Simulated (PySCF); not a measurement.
SMILES C[Si](C)(C)[SiH2]O (GFN2-xTB optimised geometry):

```
18

C      1.582    -0.684     0.000
Si    -0.338    -0.684     0.000
C     -0.903     1.143     0.000
C     -0.894    -1.442    -1.666
Si    -1.214    -1.857     1.804
O     -0.054    -2.250     2.884
H      1.985    -0.089    -0.816
H      1.982    -1.689    -0.105
H      1.974    -0.272     0.926
H     -1.985     1.217    -0.054
H     -0.587     1.658     0.903
H     -0.496     1.689    -0.847
H     -0.494    -0.887    -2.510
H     -1.976    -1.435    -1.755
H     -0.566    -2.472    -1.770
H     -1.898    -3.096     1.394
H     -2.110    -1.112     2.685
H      0.734    -2.723     2.634
```

Calculation: PBE/def2-SVP run with PySCF 2.14.0.

Q: What are the frontier orbital energies and the dipole moment?

A: HOMO-2 -7.18 eV, HOMO-1 -6.93 eV, HOMO -5.99 eV, LUMO -0.87 eV, LUMO+1 0.03 eV; dipole moment 1.81 D.

Meta-Löwdin charges at PBE/def2-SVP: C1 -0.53, Si2 0.59, C3 -0.53, C4 -0.54, Si5 0.57, O6 -0.68, H7 0.12, H8 0.11, H9 0.11, H10 0.11, H11 0.11, H12 0.11, H13 0.11, H14 0.11, H15 0.11, H16 -0.12, H17 -0.09, H18 0.32.
